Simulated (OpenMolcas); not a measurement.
## Mn2+, Tc2+, Re2+: d⁵ down the group

```json
{
 "Program": "OpenMolcas 26.06",
 "Method": "SS-CASPT2, IPEA 0.25 Eh, imaginary shift 0.1 Eh",
 "Basis": "ANO-RCC-VTZP",
 "Scalar Hamiltonian": "DKH2, point nucleus",
 "Spin-orbit coupling": "RASSI with atomic mean-field integrals over the reference wave functions, term energies averaged over their components"
}
```

Active space for each ion: 5 electrons in 5 orbitals (d); closed shells correlated by CASPT2: Mn2+ 3s 3p; Tc2+ 4s 4p; Re2+ 5s 5p.

Computed levels in cm-1 above ⁶S_5/2:

| Level | Mn2+ | Tc2+ | Re2+ |
| --- | --- | --- | --- |
| ⁴G_7/2 | 28720 | 21100 | 19400 |
| ⁴G_11/2 | 28730 | 21160 | 20240 |
| ⁴G_9/2 | 28730 | 21190 | 20710 |
| ⁴P_1/2 | 31480 | 23840 | 21760 |
| ⁴D_7/2 | 34290 | 24810 | 23750 |
| ⁴D_1/2 | 34340 | 25380 | 26450 |
| ²I_11/2 | 42160 | 31210 | 29390 |
| ²I_13/2 | 42210 | 31550 | 31720 |
| ²H_9/2 | 50160 | 39290 | 36440 |
| weight of ⁶S in the lowest level (%) | 100 | 99 | 91 |

Mixed levels, with the weight of the term that names them: Tc2+ ⁴P_1/2 (75 %), Tc2+ ²H_9/2 (56 %), Re2+ ⁴G_7/2 (71 %), Re2+ ⁴P_1/2 (61 %), Re2+ ⁴D_7/2 (75 %), Re2+ ⁴D_1/2 (64 %), Re2+ ²H_9/2 (51 %).

Measured, with the error of the calculation in %. Measured levels: Mn2+ from Corliss and Sugar, J. Phys. Chem. Ref. Data 6, 1253 (1977); Re2+ from the list in Brasseur, Gamrath and Quinet, At. Data Nucl. Data Tables 157, 101636 (2024).

| Level | Mn2+ | Re2+ |
| --- | --- | --- |
| ⁴G_7/2 | 26860 (+6.9) | 16890 (+14.9) |
| ⁴G_11/2 | 26824 (+7.1) | 18020 (+12.3) |
| ⁴G_9/2 |  | 18346 (+12.9) |
| ⁴D_7/2 | 32307 (+6.1) | 20453 (+16.1) |
| ⁴D_1/2 | 32369 (+6.1) |  |
| ²I_11/2 | 39174 (+7.6) | 26170 (+12.3) |
| ²I_13/2 | 39176 (+7.7) | 28588 (+11.0) |
| ²H_9/2 | 46516 (+7.8) |  |

Without spin-orbit coupling ⁴G lies 28720, 21130, 19980 cm-1 above ⁶S in that order; the difference to the level ⁴G_7/2, of either sign, comes from spin-orbit coupling, which also lowers the zero.

CASPT2 does not keep the components of a term degenerate, so their means are used; among the terms shown or strongly mixed into the levels shown the widest spread is 330 cm-1 (5d⁵ ²I, Re2+). Terms from blocks run as CI alone lack orbitals of their own. Levels of configurations with an s electron are missing; early in the row they begin among the upper levels of the d shell and mix with terms of their name (holds for Tc2+). Configurations with an s electron lie low in 5d ions of this charge, fall among these levels and mix in, so low-spin terms can stand far too high, up to twice their true height, and weights are not those of the real levels (holds for Re2+). Some terms miss by over 15 % even with CASPT2, which points to a basis or an active space too small for the shells correlated (holds for Re2+). Computed and measured levels are paired by configuration, term and J; levels that our copy of the source lacks, or whose pairing is in doubt (as where it misses far off the trend of its configuration), stay unpaired and out of the deviations. Levels of configurations outside the active space are missing.
